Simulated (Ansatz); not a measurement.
CH8FNSi2 can be A, `N[SiH](F)C[SiH3]`, or B, `FCN[SiH2][SiH3]`.

Computed with Ansatz on PBE0-D4/def2-TZVP structures; ΔE is electronic, products minus reactants. CBS: MP2 limit from def2 TZ/QZ plus the TZ coupled-cluster correction, frozen cores. Functionals use def2-TZVPP. B3LYP here is the variant with VWN-RPA as its local correlation; programs differ in this. Each species was taken in one conformer, which may not be the lowest.

**Question.** Which is lower in electronic energy at CCSD(T)/CBS, and by how much? (Estimate.)

**Answer.** The calculation gave: A, by 72.7 kcal/mol.

**Question.** Give E(B) − E(A) in kcal/mol with B2PLYP, PBE-D4, CCSD/def2-TZVPP, PBE0-D4, B3LYP-D4, MP2/def2-TZVPP, CCSD(T)/def2-TZVPP. (Estimate.)

**Answer.** Ansatz gave: B2PLYP 70.7, PBE-D4 63.8, CCSD/def2-TZVPP 71.3, PBE0-D4 66.9, B3LYP-D4 68.2, MP2/def2-TZVPP 75.5, CCSD(T)/def2-TZVPP 70.9. None reverses the order clearly.

Largest T1 diagnostic: 0.012.

From PBE to PBE0 (25 % exact exchange), in def2-TZVPP and without D4, E(B) − E(A) moves by +3.1 kcal/mol.
